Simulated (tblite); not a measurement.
Species: C4H13FN2Si2.
Numbering: `[F:1][C@H:2]1[CH2:3][CH2:4][N:5]([SiH2:6][NH:7][SiH3:8])[CH2:9]1` (hydrogens: H10 on C2; H11, H12 on C3; H13, H14 on C4; H15, H16 on Si6; H17 on N7; H18, H19, H20 on Si8; H21, H22 on C9)

A start from a force field or distance geometry was refined with tblite 0.8.0, GFN2-xTB geometry optimisation, gas phase. Values at the start:

| coordinate | start |
| --- | --- |
| F1–C2 | 1.368 Å |
| C2–C9 | 1.531 Å |
| C3–C4 | 1.530 Å |
| C3–H11 | 1.105 Å |
| C3–H12 | 1.112 Å |
| C4–N5 | 1.454 Å |
| C4–H13 | 1.092 Å |
| C4–H14 | 1.106 Å |
| N5–Si6 | 1.774 Å |
| N5–C9 | 1.458 Å |
| Si6–N7 | 1.771 Å |
| Si6–H15 | 1.491 Å |
| N7–Si8 | 1.782 Å |
| N7–H17 | 1.025 Å |
| Si8–H18 | 1.452 Å |
| C9–H22 | 1.095 Å |
| F1–C2–C9 | 112.4° |
| C2–C3–C4 | 98.1° |
| C3–C2–C9 | 98.1° |
| C4–N5–Si6 | 106.1° |
| C4–N5–C9 | 106.8° |
| N5–Si6–N7 | 114.4° |
| Si6–N5–C9 | 112.6° |
| Si6–N7–Si8 | 113.9° |

Question: How do these coordinates change at the GFN2-xTB level?

Answer: 
```tsv
coordinate	GFN2-xTB (Å or °)	change
N7–Si8	1.728	-0.054
N5–Si6	1.726	-0.048
Si6–N7	1.727	-0.044
Si6–H15	1.468	-0.023
C3–H12	1.089	-0.023
C4–H14	1.087	-0.019
N7–H17	1.008	-0.017
C3–H11	1.088	-0.017
Si8–H18	1.468	+0.016
N5–C9	1.444	-0.014
F1–C2	1.382	+0.014
C4–N5	1.443	-0.011
C3–C4	1.538	+0.008
C9–H22	1.088	-0.007
C4–H13	1.098	+0.006
C2–C9	1.537	+0.006
C4–N5–Si6	120.3	+14.2
Si6–N7–Si8	126.6	+12.7
N5–Si6–N7	103.8	-10.6
Si6–N5–C9	120.0	+7.4
C3–C2–C9	104.4	+6.3
C2–C3–C4	103.6	+5.5
C4–N5–C9	104.3	-2.5
F1–C2–C9	109.9	-2.5
```

The energy falls by 22.2 kcal/mol over 180 L-BFGS steps, the largest force on an atom goes from 1.36 to 0.010 eV/Å, and the atoms move by 0.965 Å rms after alignment. The bond that changes most is N7–Si8 (nitrogen bridging silicon atoms to SiH3 silicon), which shortens by 0.054 Å. Bonds longer at the end by more than 0.005 Å: 5 of 22; shorter: 14. Among the dihedrals that turn most is H10–C2–C9–H22, from -172° to -92°. Rotational constants go from 3508, 466.0, 438.6 to 2388, 581.7, 526.6 MHz.

Hardware: one thread, Arm Neoverse V1 (aarch64), on a shared host. Cost: 1.8 s of wall time.

Its GFN2-xTB frequencies are all real (lowest 31 cm⁻¹). One conformer, not necessarily the lowest. 3 starts were optimised and ended at 0.00, 1.03 and 1.80 kcal/mol (GFN2-xTB); the lowest of these is shown.

The numbers are calculated, not measured.
